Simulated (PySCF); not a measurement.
# How methods differ on the excitation energy of Be⁺

Be⁺ [He] 2s1 (2S) → Be⁺ [He] 3d1 (2D), as a difference of total energies. Calculation: PySCF 2.14, in aug-cc-pCVTZ-DK; the spin-free X2C one-electron Hamiltonian (Gaussian nucleus). Correlated levels: valence and next inner shell: nothing frozen. The calculations carry no spin-orbit coupling.

```json
{"method": "UHF", "excitation energy (cm⁻¹)": "98917"}
{"method": "LDA", "excitation energy (cm⁻¹)": "96120"}
{"method": "PBE", "excitation energy (cm⁻¹)": "95404"}
{"method": "PBE0", "excitation energy (cm⁻¹)": "96449"}
{"method": "r2SCAN", "excitation energy (cm⁻¹)": "95403"}
{"method": "M06-2X", "excitation energy (cm⁻¹)": "96407"}
{"method": "revPBE", "excitation energy (cm⁻¹)": "94508"}
{"method": "PW91", "excitation energy (cm⁻¹)": "95878"}
{"method": "MP2 (valence and next inner shell)", "excitation energy (cm⁻¹)": "99349"}
{"method": "SCS-MP2 (valence and next inner shell)", "excitation energy (cm⁻¹)": "99303"}
```

Errors of the correlated levels include the incompleteness of this basis.

The promoted electron is Rydberg-like, and one or two diffuse shells describe it only roughly, which tends to raise the upper state.

For comparison: 98055 cm⁻¹ (measured; NIST levels, between the centres of gravity of the two terms).
